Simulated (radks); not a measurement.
Species: Zr. Configuration: [Kr] 4d2 5s2.

Method: non-relativistic Kohn-Sham, PBEsol, spin-unpolarised, spherical densities, point nucleus; relativity is left out, which matters for an element this heavy; computed with a radial shooting solver on a logarithmic mesh with Libxc functionals.

Energy parts (hartree):
| part | energy |
|---|---|
| total | -3538.49585 |
| kinetic | 3536.53369 |
| electron-nucleus | -8429.27933 |
| Hartree | 1464.22856 |
| exchange-correlation | -109.97878 |

Orbitals (lengths in bohr, moments of r in powers of bohr; r(max) is where P^2 peaks):
orbital  occ.  eigenvalue (hartree)   r(max)
1s          2             -639.7905  0.02523
2s          2             -87.28837   0.1414
2p          6             -80.01344   0.1114
3s          2             -14.25100   0.4191
3p          6             -11.51909   0.4071
3d         10              -6.53572   0.3470
4s          2              -1.91719    1.102
4p          6              -1.18374    1.188
4d          2              -0.14607    1.578
5s          2              -0.15797    3.224
5p          0              -0.05474    4.143

The highest occupied level is 4d at -3.975 eV. The electron density at the nucleus is 4.447e+04 e/bohr^3. For comparison, the ionisation energy in NIST's Atomic Spectra Database is 6.634 eV (measured). In exact Kohn-Sham theory the highest level is minus the ionisation energy, but local and semilocal functionals leave it too shallow, through self-interaction and a potential that decays too fast; potentials with the right tail come closer. Summed over all electrons, <r^2> = 66.74 bohr^2, which gives a Langevin (diamagnetic) susceptibility term of -52.9 x 10^-6 cm^3/mol. The density falls to 0.001 e/bohr^3 at r = 5.11 bohr. Virial ratio -V/T = 2.00055.

Beside tabulated values, note that spin-unpolarised runs miss the spin-polarisation part of the exchange energy of open shells.
